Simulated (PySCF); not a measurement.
Isomers of C4H4F4O2. Theory: PySCF 2.14.0, density-fitted response routines, TDDFT B3LYP/def2-SVPD, vertical, gas phase, core orbitals frozen in the response. Geometries: GFN2-xTB; one conformer of each isolated species. Triplets are in the Tamm–Dancoff approximation.

A. `FC(F)(F)[C@@]1(F)COCO1`
B. `FC(F)[C@@H]1O[C@@H](F)O[C@@H]1F`
C. `F[C@@H]1C[C@@H](F)OC(F)(F)O1`

Lowest singlet levels (six at most, fewer where fewer were computed) with oscillator strengths:

1. 8.74 eV (f 0.011); 8.83 eV (f 0.002); 9.09 eV (f 0.027); 9.23 eV (f 0.056); 9.33 eV (f 0.014); 9.42 eV (f 0.005); T1 8.46 eV
2. 8.32 eV (f 0.002); 8.67 eV (f 0.010); 9.28 eV (f 0.011); 9.43 eV (f 0.005); 9.50 eV (f 0.021); 9.55 eV (f 0.029); T1 8.16 eV
3. 7.66 eV (f 0.015); 8.23 eV (f 0.006); 8.46 eV (f 0.006); 8.52 eV (f 0.033); 8.64 eV (f 0.016); 8.81 eV (f 0.012); T1 7.48 eV

Question: Which spectrum belongs to which structure?

Answer: 1 = B, 2 = C, 3 = A.
- A: S1 at 7.66 eV, HOMO→LUMO (94%); Löwdin shares by element: HOMO oxygen 52% or more, carbon 20% or more, hydrogen 8% or more (atoms not listed hold the other 20%); LUMO carbon 32% or more, oxygen 10% or more, hydrogen 9% or more (atoms not listed hold the other 49%); HOMO -8.47 and LUMO 0.22 eV.
- B: S1 at 8.74 eV, HOMO→LUMO (92%); Löwdin shares by element: HOMO oxygen 59%, carbon 11% or more, fluorine 8% or more (atoms not listed hold the other 23%); LUMO hydrogen 26% or more, carbon 26% or more (atoms not listed hold the other 48%); HOMO -9.40 and LUMO 0.25 eV.
- C: S1 at 8.32 eV, HOMO→LUMO (98%); Löwdin shares by element: HOMO oxygen 48%, carbon 23% or more (atoms not listed hold the other 28%); LUMO carbon 33% or more, hydrogen 27% or more (atoms not listed hold the other 40%); HOMO -9.16 and LUMO 0.05 eV.

Without π bonds the low states are Rydberg-like; a valence basis with one diffuse set may place them up to an eV too high.
